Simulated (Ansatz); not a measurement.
# Molecular dynamics of N

Input:

```yaml
accuracy: low
crystal:
  lattice:
    - [8.862095, 0.0, 0.0]
    - [0.0, 8.862095, 0.0]
    - [0.0, 0.0, 8.862095]
  atoms:
    - { symbol: "N", position: [0.01723697, 0.36498459, 0.36276522] }
    - { symbol: "N", position: [0.09085128, 0.32953539, 0.26907821] }
    - { symbol: "N", position: [0.45318471, 0.15293725, 0.83771528] }
    - { symbol: "N", position: [0.49120919, 0.15318872, 0.95589432] }
    - { symbol: "N", position: [0.43136512, 0.89014164, 0.30605973] }
    - { symbol: "N", position: [0.33004098, 0.9526629, 0.27064183] }
    - { symbol: "N", position: [0.72176518, 0.53547847, 0.59542817] }
    - { symbol: "N", position: [0.68747453, 0.62988789, 0.66868793] }
    - { symbol: "N", position: [0.78198288, 1.08393477, 0.16929309] }
    - { symbol: "N", position: [0.84984633, 0.99560818, 0.11435331] }
    - { symbol: "N", position: [0.35843725, 0.65829854, 0.87057508] }
    - { symbol: "N", position: [0.41751881, 0.76248107, 0.90366692] }
    - { symbol: "N", position: [0.96402778, 0.72685157, 0.34071193] }
    - { symbol: "N", position: [1.03070381, 0.78341605, 0.42887861] }
    - { symbol: "N", position: [0.1053819, 0.32663658, 0.88317476] }
    - { symbol: "N", position: [0.07802743, 0.33424319, 0.76227478] }
    - { symbol: "N", position: [0.79544792, 0.1107423, 0.64142937] }
    - { symbol: "N", position: [0.74830046, 0.06374084, 0.53640198] }
    - { symbol: "N", position: [0.75337787, 0.47224489, 0.05176451] }
    - { symbol: "N", position: [0.68267315, 0.51371783, 0.14501831] }
    - { symbol: "N", position: [1.01192646, 0.72657936, 0.91515219] }
    - { symbol: "N", position: [0.9738266, 0.78557217, 0.81264368] }
    - { symbol: "N", position: [0.38790401, 0.4125458, 0.54428985] }
    - { symbol: "N", position: [0.39169167, 0.30757421, 0.47777733] }
basis:
  ecutwfc: 420.0
kpoints:
  mp_grid: { grid: [1, 1, 1] }
hamiltonian:
  xc: pbesol
scf:
  occupations: { method: fermi_dirac, width: 0.05 }
  lower_state_search: "off"
md:
  timestep: 1
  n_steps: 170
  ensemble: nvt_langevin
  temperature: 350.0
  initial_velocities: maxwell_boltzmann
  seed: 650635
  friction: 0.02
```

Launched with:

```bash
$ ansatz run input.yaml --threads 1 --pin off --max-ram 3072MiB --backend cpu --events-out ev --progress --plain --runs-dir out
```

It starts from a partly relaxed structure (largest force component 0.27 eV/Å).

Output, in part (step lines):

```
md step     0: t =     0.00 fs  T =   335.4 K  F+E_penalty+E_count = -9083.36293146 eV  E_kin = 1.040543 eV  (10 SCF iters)
md step     1: t =     1.00 fs  T =   329.3 K  F+E_penalty+E_count = -9083.32408660 eV  E_kin = 1.021715 eV  (8 SCF iters)
md step     2: t =     2.00 fs  T =   309.9 K  F+E_penalty+E_count = -9083.24487458 eV  E_kin = 0.961470 eV  (9 SCF iters)
md step     3: t =     3.00 fs  T =   277.0 K  F+E_penalty+E_count = -9083.18518062 eV  E_kin = 0.859416 eV  (9 SCF iters)
md step     4: t =     4.00 fs  T =   301.7 K  F+E_penalty+E_count = -9083.17541023 eV  E_kin = 0.935873 eV  (9 SCF iters)
md step     5: t =     5.00 fs  T =   340.0 K  F+E_penalty+E_count = -9083.21574558 eV  E_kin = 1.054708 eV  (7 SCF iters)
md step     6: t =     6.00 fs  T =   336.7 K  F+E_penalty+E_count = -9083.28110260 eV  E_kin = 1.044391 eV  (7 SCF iters)
md step     7: t =     7.00 fs  T =   333.7 K  F+E_penalty+E_count = -9083.32035444 eV  E_kin = 1.035069 eV  (7 SCF iters)
[... lines left out ...]
md step   170: t =   170.00 fs  T =   386.5 K  F+E_penalty+E_count = -9082.92217903 eV  E_kin = 1.199082 eV  (9 SCF iters)
```

The steps, from the saved trajectory:

| time (fs) | T (K) | potential energy less start (eV) |
| --- | --- | --- |
| 0.0 | 335 | 0.000 |
| 5.0 | 340 | 0.147 |
| 10.0 | 279 | 0.140 |
| 15.0 | 290 | 0.086 |
| 20.0 | 331 | 0.105 |
| 25.0 | 236 | 0.225 |
| 30.0 | 262 | 0.183 |
| 35.0 | 236 | 0.117 |
| 40.0 | 264 | 0.197 |
| 45.0 | 287 | 0.212 |
| 50.0 | 286 | 0.176 |
| 55.0 | 293 | 0.197 |
| 60.0 | 279 | 0.215 |
| 65.0 | 243 | 0.313 |
| 70.0 | 265 | 0.251 |
| 75.0 | 316 | 0.182 |
| 80.0 | 275 | 0.309 |
| 85.0 | 184 | 0.232 |
| 90.0 | 233 | 0.252 |
| 95.0 | 235 | 0.268 |
| 100.0 | 265 | 0.352 |
| 105.0 | 263 | 0.354 |
| 110.0 | 314 | 0.336 |
| 115.0 | 328 | 0.412 |
| 120.0 | 307 | 0.467 |
| 125.0 | 341 | 0.347 |
| 130.0 | 289 | 0.379 |
| 135.0 | 289 | 0.520 |
| 140.0 | 334 | 0.486 |
| 145.0 | 404 | 0.315 |
| 150.0 | 391 | 0.413 |
| 155.0 | 368 | 0.570 |
| 160.0 | 360 | 0.417 |
| 165.0 | 394 | 0.333 |
| 170.0 | 387 | 0.441 |

The run went to its last step. A run of 0.17 ps of so small a system gives no equilibrium averages. Limits of this set-up: coarse k mesh, low accuracy level.

Mean squared displacements from the first frame to the last, about the centre of mass: N 0.39 Å².

Last frame:

```xyz
24
Lattice="8.8621 0.0000 0.0000 0.0000 8.8621 0.0000 0.0000 0.0000 8.8621" Properties=species:S:1:pos:R:3
N 0.156 2.751 2.695
N 0.575 3.414 1.953
N 4.218 1.124 7.550
N 4.372 0.528 8.481
N 3.341 7.680 2.851
N 3.141 8.667 2.351
N 5.645 4.882 5.194
N 5.438 5.934 5.469
N 6.983 9.804 1.459
N 7.968 9.370 1.658
N 3.351 6.424 7.453
N 3.368 6.265 8.558
N 9.484 6.566 2.692
N 9.055 6.524 3.683
N 1.358 2.470 7.863
N 0.601 2.731 7.123
N 6.705 0.638 5.471
N 6.415 -0.066 4.699
N 6.676 4.527 0.102
N 6.514 5.167 0.975
N 8.928 6.468 7.790
N 8.692 7.133 6.983
N 3.102 3.744 4.303
N 3.359 2.689 4.249
```

Run time: 11 min on 1 thread of Arm Neoverse V1, with other jobs on the host, peak memory 0.52 GiB.
